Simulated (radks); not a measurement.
The numbers below are computed, except where a source is named.
Species: the silicon ion Si7+. Configuration: [He] 2s2 2p3. Code: a radial shooting solver on a logarithmic mesh with Libxc functionals. Model: non-relativistic Kohn-Sham, PBE, spin-polarised, spherical densities, point nucleus; open shells are filled with parallel spins first.

Normalised radial functions P(r) = r R(r), r in bohr:

| r | 1s down | 2p up |
|---|---|---|
| 0.004819 | 0.4591 | 0.0023 |
| 0.005886 | 0.5524 | 0.0033 |
| 0.007132 | 0.6578 | 0.0049 |
| 0.008711 | 0.7858 | 0.0072 |
| 0.01064 | 0.9342 | 0.0106 |
| 0.01289 | 1.0969 | 0.0153 |
| 0.01575 | 1.2873 | 0.0224 |
| 0.01923 | 1.4976 | 0.0326 |
| 0.0233 | 1.7144 | 0.0465 |
| 0.02846 | 1.9487 | 0.0670 |
| 0.03477 | 2.1804 | 0.0958 |
| 0.04212 | 2.3855 | 0.1338 |
| 0.05145 | 2.5609 | 0.1875 |
| 0.06284 | 2.6732 | 0.2593 |
| 0.07614 | 2.6981 | 0.3488 |
| 0.093 | 2.6169 | 0.4666 |
| 0.1136 | 2.4152 | 0.6104 |
| 0.1376 | 2.1135 | 0.7707 |
| 0.1681 | 1.7133 | 0.9529 |
| 0.2053 | 1.2727 | 1.1358 |
| 0.2488 | 0.8661 | 1.2906 |
| 0.3039 | 0.5122 | 1.4009 |
| 0.3712 | 0.2602 | 1.4289 |
| 0.4497 | 0.1141 | 1.3580 |
| 0.5493 | 0.0388 | 1.1813 |
| 0.6709 | 0.0101 | 0.9250 |
| 0.8129 | 0.0020 | 0.6501 |
| 0.9929 | 0.0003 | 0.3891 |
| 1.213 | 0.0000 | 0.1944 |
| 1.469 | 0.0000 | 0.0810 |
| 1.795 | 0.0000 | 0.0249 |

1s down: eigenvalue -1997.6 eV, 0 radial nodes, <r> = 0.111 bohr, 90 % of the charge inside 0.198 bohr. 2p up: eigenvalue -281.18 eV, 0 radial nodes, <r> = 0.463 bohr, 90 % of the charge inside 0.756 bohr.
